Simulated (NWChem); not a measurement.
# BeHF; SMILES [BeH][F]

```xyz
3

Be     0.0000     0.0000    -0.7768
H      0.0000     0.0000    -2.1150
F      0.0000     0.0000     0.6242
```
Atoms are numbered in this order, from 1.

Computed with NWChem. Geometry: optimised at PBE-D3(BJ)/def2-SVP. Vertical excitations in the gas phase; the lowest state need not have the same character in each row.

```json
[
 {"level": "PBE/def2-SVP, TDA", "lowest excitation, singlet (eV)": "8.03", "oscillator strength of that lowest state": "0.251", "orbital gap (eV)": "7.45"},
 {"level": "B3LYP/def2-SVP, TDA", "lowest excitation, singlet (eV)": "(withheld)", "oscillator strength of that lowest state": "(withheld)", "orbital gap (eV)": "(withheld)"},
 {"level": "Hartree-Fock/def2-SVP, CIS", "lowest excitation, singlet (eV)": "9.45", "oscillator strength of that lowest state": "0.295", "orbital gap (eV)": "15.72"},
 {"level": "BHandHLYP/def2-SVP, TDA", "lowest excitation, singlet (eV)": "8.81", "oscillator strength of that lowest state": "0.272", "orbital gap (eV)": "11.74"}
]
```

**Question.** Fill in the missing entries.

**Answer.** 
- B3LYP/def2-SVP, TDA, lowest excitation, singlet (eV): 8.37
- B3LYP/def2-SVP, TDA, oscillator strength of that lowest state: 0.258
- B3LYP/def2-SVP, TDA, orbital gap (eV): 9.20
